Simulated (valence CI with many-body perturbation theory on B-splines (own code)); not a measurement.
**Questions on Er XXX**

Computed by valence CI with perturbative core correlation (CI+MBPT): three valence electrons over a frozen Dirac-Fock core [Kr], a basis of 7 s, 7 p, 8 d, 6 f, 4 g, 1 h functions for each j, with the one-electron correlation potential Σ1, the two-electron term Σ2, the three-electron term Σ3, Breit, model QED; selected CI, second order for the rest, scaled by the run's own slope (own B-spline code, finite nucleus).

The last digits are not significant, and no measured levels were compared; by estimate large intervals hold to a few tenths of a per cent, small ones and those within an open d or f shell to about a per cent. Only levels of the ground parity were solved; by the run's estimate the other parity begins above the list, which can be wrong where configurations are misplaced.

Levels are named by their leading jj configuration (3d3/2^4 stands for four electrons in 3d with j = 3/2), which in mixed levels can hold well under half, so a name can repeat and another be missing.

Rates and lifetimes use the calculated energies. Strong lines usually hold to 10 to 20 %, long lifetimes can be off by a factor of two.

**Question.** What is the ground level?

**Answer.** (4d3/2^3) J=3/2, composition 57 % 4d³ ⁴F + 32 % 4d³ ²D + 8 % 4d³ ²P, g = 0.643.

**Question.** What is the ionisation energy?

**Answer.** 1093.8 eV; NIST lists 1092 ± 4 eV (theoretical).

**Question.** Name the longest-lived excited levels whose lifetime is computed, and their main decay.

**Answer.** (4d3/2^2 4d5/2) J=9/2 at 12.256 eV lives 1.17 s, mostly by M1 to (4d3/2^2 4d5/2) J=7/2.

**Question.** How well does LS coupling describe the low levels?

**Answer.** Among the lowest 19 levels the leading LS term, summed over configurations, holds 60 % on average. For single configurations the figures are 60 % in LS and 90 % in jj coupling. Terms mix most in the J = 3/2 level at 10.918 eV, where the leading one holds 41 %.
